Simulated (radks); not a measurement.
Effect of the nuclear size on the indium ion In2+, [Kr] 4d10 5s1. All-electron calculation, Dirac Kohn-Sham, PBE, spin-unpolarised, spherical densities, finite nucleus; Fermi nuclear charge, rms radius 4.6156 fm. Program: a radial shooting solver on a logarithmic mesh with Libxc functionals. The rms radius is varied about that value; shifts are against it.

rms radius (fm)	total energy shift (eV)	density at nucleus (e/bohr^3)	1s1/2 shift (meV)	2s1/2 shift (meV)	3p1/2 shift (meV)	4s1/2 shift (meV)	4p1/2 shift (meV)	5s1/2 shift (meV)
3.9417	-0.987	1.789e+05	-414	-47.1	0.513	-1.73	0.111	-0.185
4.431	-0.284	1.758e+05	-119	-13.5	0.147	-0.497	0.032	-0.053
4.6156	0	1.747e+05	0.000	0.000	0.000	0.000	0.000	0.000
5.0679	0.736	1.724e+05	309	35.1	-0.382	1.29	-0.083	0.138
5.5387	1.56	1.701e+05	657	74.7	-0.813	2.74	-0.176	0.293

Slopes of the eigenvalues against <r^2> in GHz/fm^2, as finite differences over the two radii next to the reference (eigenvalue slopes, not the field-shift constants of lines): 1s1/2 17100, 2s1/2 1940, 3p1/2 -21.2, 4s1/2 71.5, 4p1/2 -4.60, 5s1/2 7.63.
